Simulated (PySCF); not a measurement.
SnCl2, SMILES [Sn]([Cl])[Cl] (connectivity only; charge and spin as stated), neutral, multiplicity 1.

Geometry: PBE0-D3(BJ)/def2-TZVP. The isomer is the one that the SMILES or the coordinates give; other isomers of the formula were not compared. The def2 effective core potentials stand for the cores of Sn; spin–orbit coupling is left out.

The numbers are results of PBE/def2-TZVPD run with PySCF, not measurements.

Symmetry labels are those of the subgroup C2v that the program uses (full group C2v).

List the valence orbital energies around the gap with their symmetry. (The exact figures need the calculation; the answer reports its results.)


| orbital | symmetry | energy (eV) |
|---|---|---|
| HOMO−7 | B2 | -19.63 |
| HOMO−6 | A1 | -12.22 |
| HOMO−5 | B2 | -9.08 |
| HOMO−4 | A1 | -8.26 |
| HOMO−3 | B1 | -8.21 |
| HOMO−2 | A2 | -7.74 |
| HOMO−1 | B2 | -7.43 |
| HOMO | A1 | -7.02 |
| LUMO | B1 | -3.83 |
| LUMO+1 | B2 | -1.62 |
| LUMO+2 | A1 | -1.53 |
| LUMO+3 | A1 | -0.24 |
